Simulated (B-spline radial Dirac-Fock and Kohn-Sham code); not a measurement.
# Dipole and non-dipole photoemission parameters of Nb⁴⁺ 2p3/2

System: the Nb⁴⁺ ion, [Kr] 4d1; threshold 2420.0 eV (orbital energy of the model). The computed values come from a radial B-spline solver: Dirac-Hartree-Slater photoionisation with a Latter tail; cross sections with all multipoles, angular parameters from the dipole term and its interference with E2.

The run's input, task.json:

```json
{"items": [{
  "Z": 41,
  "q": 4,
  "cfg": [[1, 0, 2], [2, 0, 2], [2, 1, 6], [3, 0, 2], [3, 1, 6], [3, 2, 10], [4, 0, 2], [4, 1, 6], [4, 2, 1]],
  "A": 93,
  "rrms": 4.324,
  "do": "xps",
  "hv": [60, 75.1, 79.4, 80.9, 124.0, 157.0, 294.0, 300, 319.0, 409.0, 419.0, 449.0, 502.0, 1320.0, 2000, 2480.0, 2770.0, 2940.0, 2984.4, 4000, 4650.0, 5414.7, 5440.0, 5660.0, 8047.8, 9410.0, 11400.0, 13400.0, 13600.0, 15000]
}]}
```

Run with: `python xray2_run.py task.json out`

For linearly polarised light dσ/dΩ = σ/(4π) [1 + β P₂(cos θ) + (δ + γ cos²θ) sin θ cos φ], with θ from the polarisation vector and φ the angle between the beam and the projection of the electron momentum on the plane normal to the polarisation.

```
hν (eV)  σ (kb)      β       γ       δ
   2480     216  0.935  -0.246  -0.002
   2770     163  1.299  -0.186   0.011
   2940     139  1.372  -0.101   0.018
 2984.4     133  1.385  -0.079   0.019
   4000    59.6  1.479   0.364   0.037
   4650       ?      ?       ?       ?
 5414.7    24.9  1.445   0.786   0.053
   5440    24.6  1.444   0.792   0.054
   5660    21.9  1.434   0.844   0.056
 8047.8    7.53  1.322   1.277   0.087
   9410    4.63  1.258   1.453   0.106
  11400    2.51  1.171   1.655   0.133
  13400    1.49  1.092   1.806   0.162
  13600    1.42  1.085   1.819   0.165
  15000    1.03  1.035   1.902   0.185
```

Q: Give the values at 4650 eV.

A: σ = 38.8 kb, β = 1.471, γ = 0.578, δ = 0.044.
